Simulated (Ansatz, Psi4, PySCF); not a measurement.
Molecule: C₄H₉O, net charge 0, doublet state. SMILES: C[C](C)CO
Structure (B3LYP-D3(BJ)/def2-TZVP (Ansatz, a program for electronic structure) minimum search):
```xyz
14

C     -1.6952    -0.8016    -0.3314
C     -0.4756     0.0081    -0.0631
C     -0.4707     1.4530    -0.4183
C      0.8195    -0.7054     0.0899
O      1.7387     0.0865     0.8451
H     -2.6006    -0.2652    -0.0361
H     -1.6756    -1.7579     0.1962
H     -1.8097    -1.0309    -1.4038
H     -0.3892     1.5972    -1.5089
H      0.3693     1.9722     0.0409
H     -1.3992     1.9400    -0.1102
H      0.6523    -1.6753     0.5763
H      1.2530    -0.9198    -0.9066
H      2.6219    -0.2772     0.7284
```
Charge 0, spin multiplicity 2.

Quantity: size of the dipole moment, in D. Set-up: 6-31G* and kin with 6d, 5d where marked; LANL2DZ all-electron up to Ne; dispersion terms only where a functional's name holds one; non-relativistic; open shells spin-unrestricted; no spin-orbit coupling; 6-311+G** with 5d. First-principles rows: single points at B3LYP-D3(BJ) geometries (Ansatz).

```
level               program  size of the dipole moment (D)
------------------  -------  -----------------------------
SVWN5/6-31G*         Ansatz                           1.62
PBE/LANL2DZ          Ansatz                           2.11
PBE/6-31G*           Ansatz                           1.56
BP86/def2-SVP         PySCF                           1.56
BP86/6-31G* (5d)      PySCF                           1.56
B3LYP/STO-3G         Ansatz                           1.42
B3LYP/6-31G          Ansatz                           1.94
B3LYP/6-31G*         Ansatz                           1.61
B3LYP/6-31G**        Ansatz                           1.59
B3LYP/6-311+G**      Ansatz                           1.76
PBE0/6-311+G**       Ansatz                           1.77
wB97X-D/6-31G*         Psi4                           1.70
B3PW91/6-31G* (5d)    PySCF                           1.66
```

No value to compare with is used here. The 13 habitual levels span 1.42 (B3LYP/STO-3G) to 2.11 D (PBE/LANL2DZ).

The levels are drawn from those run, B3LYP/6-31G* more often than the rest, none by its result; left out are runs that failed, that the program found above a lower state of the same kind, or whose <S^2> lies over 0.5 above the pure value.
